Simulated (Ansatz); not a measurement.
Abridged output of a molecular run in Ansatz:

```
Functional definition: HF
3759 factors; integrals over basis functions are off by at most 1.0e-3 eV
mean field evaluation 1: about -13936.8734 eV, gradient 7.6e1 eV
mean field evaluation 2: about -13937.4449 eV, gradient 7.6e1 eV
mean field evaluation 4: about -13949.6218 eV, gradient 1.6e1 eV
mean field evaluation 8: about -13950.2467 eV, gradient 1.3e0 eV
mean field evaluation 16: about -13950.2508 eV, gradient 2.0e-6 eV
mean field -13950.25076504 eV, -512.6622597955 hartree, gradient 2.0e-6 eV, S^2 0.000000; 0 other end points of the search recorded, 0 dependent functions left out
10 core orbitals not correlated: weight in the atoms' cores, before any rotation towards them, 1.000 or more for the frozen orbitals, at most 0.000 for the correlated occupied ones
reference -13950.25076504 eV, -512.6622597955 hartree; 38, 38 occupied and 584, 584 virtual orbitals, 3759 factors
second order -65.59504663 eV of doubles, -0.00000000 eV of singles
cycle   1  -64.16204899 eV  change     1.4e0 eV  update   2.8e-1
cycle   2  -66.05339150 eV  change    -1.9e0 eV  update   1.6e-1
cycle   3  -66.73518840 eV  change   -6.8e-1 eV  update   5.2e-2
cycle   4  -66.76966297 eV  change   -3.4e-2 eV  update   2.0e-2
cycle   5  -66.74251082 eV  change    2.7e-2 eV  update   7.3e-3
cycle   6  -66.74436695 eV  change   -1.9e-3 eV  update   3.8e-3
cycle   7  -66.74478227 eV  change   -4.2e-4 eV  update   1.2e-3
cycle   8  -66.74396837 eV  change    8.1e-4 eV  update   6.6e-4
cycle   9  -66.74421312 eV  change   -2.4e-4 eV  update   2.2e-4
cycle  10  -66.74453597 eV  change   -3.2e-4 eV  update   1.1e-4
cycle  11  -66.74427808 eV  change    2.6e-4 eV  update   5.1e-5
cycle  12  -66.74425695 eV  change    2.1e-5 eV  update   2.7e-5
perturbative correction -3.27345924 eV, -0.1202974083 hartree
Total energy: -14020.26848123 eV, -515.2353634060 hartree
```

Its atoms:

Cartesian coordinates in Å:
```
C 0.805 -0.235 2.409
N -0.441 -0.550 1.757
C -1.426 -1.051 2.682
Nb -0.571 -0.376 -0.227
N -1.963 -1.295 -0.782
N 1.068 -1.114 -1.095
C 1.225 -2.357 -1.805
C 2.266 -0.313 -1.129
N -0.823 1.536 -0.739
C -0.044 2.550 -0.074
C -1.773 2.101 -1.663
H 0.683 0.561 3.160
H 1.227 -1.112 2.922
H 1.560 0.105 1.692
H -2.347 -1.302 2.157
H -1.068 -1.953 3.200
H -1.664 -0.305 3.455
H -2.761 -1.822 -1.101
H 0.298 -2.928 -1.782
H 2.021 -2.974 -1.360
H 1.498 -2.186 -2.858
H 2.122 0.647 -0.622
H 2.571 -0.085 -2.161
H 3.110 -0.821 -0.638
H 0.645 2.113 0.657
H -0.684 3.255 0.477
H 0.558 3.135 -0.785
H -1.267 2.671 -2.457
H -2.464 2.792 -1.157
H -2.361 1.313 -2.132
```

**Question.** Which basis set was used?
A. def2-TZVPP
B. cc-pV(D+d)Z
C. def2-SVP
D. def2-SVPD

**Answer.** A. It gives 632 functions.

**Question.** Write the keys of the input that set method, charge and spin (a neutral closed shell needs none for the last two).

**Answer.** 
```yaml
correlation: {method: ccsd_t}
```
